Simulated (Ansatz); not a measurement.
The same path of C$_{2}$H$_{7}$AlSSi (12 atoms, charge 0, multiplicity 1) was run 3 times with different band settings. The coordinate that changes most is the dihedral H6–Al1–Si2–C5.

These are results of RKS CAM-B3LYP-D4/6-31G (Ansatz 0.2.0), not measurements.

Relaxed end points:

```xyz
12
Properties=species:S:1:pos:R:3
Al -1.615 0.559 1.710
Si -0.454 -0.446 -0.206
C 1.364 -1.036 0.120
S 2.103 0.410 -0.885
C 0.328 0.802 -1.468
H -2.543 1.849 1.509
H -1.454 -0.071 3.174
H -1.290 -1.502 -0.884
H 1.624 -1.992 -0.335
H 1.717 -1.018 1.150
H 0.200 0.534 -2.517
H 0.096 1.857 -1.334
```

```xyz
12
Properties=species:S:1:pos:R:3
Al -1.623 0.550 1.708
Si -0.449 -0.447 -0.205
C 1.370 -1.030 0.122
S 2.105 0.406 -0.899
C 0.326 0.804 -1.468
H -1.457 -0.073 3.174
H -2.562 1.831 1.502
H -1.278 -1.507 -0.884
H 1.632 -1.991 -0.322
H 1.725 -1.000 1.151
H 0.190 0.542 -2.517
H 0.097 1.859 -1.327
```

Common settings: movable images 7; climbing image yes; optimiser quadratic models (default); start path IDPP; force threshold 0.05 eV/Å; end points relaxed.

| run | spring | iteration limit |
| --- | --- | --- |
| 1 | 5.0 eV/Å² | 26 |
| 2 | 2.0 to 10.0 eV/Å², energy-weighted | 27 |
| 3 | 5.0 eV/Å² | 10 |

**Question.** What does each run give, and how far can it be trusted?

**Answer.** Run 1: converged after 7 iterations, highest image 0.033 eV above the first end. A vibrational analysis at the climbing image gives one clearly imaginary mode, 71i cm⁻¹: a first-order saddle point.
Run 2: converged after 5 iterations, highest image 0.033 eV above the first end. Another band between the same ends (7 images) ends at a top of the same energy, where a vibrational analysis finds 1 clearly imaginary mode.
Run 3: converged after 7 iterations, highest image 0.033 eV above the first end. Another band between the same ends (7 images) ends at a top of the same energy, where a vibrational analysis finds 1 clearly imaginary mode.
Limits of this set-up: no polarisation functions.
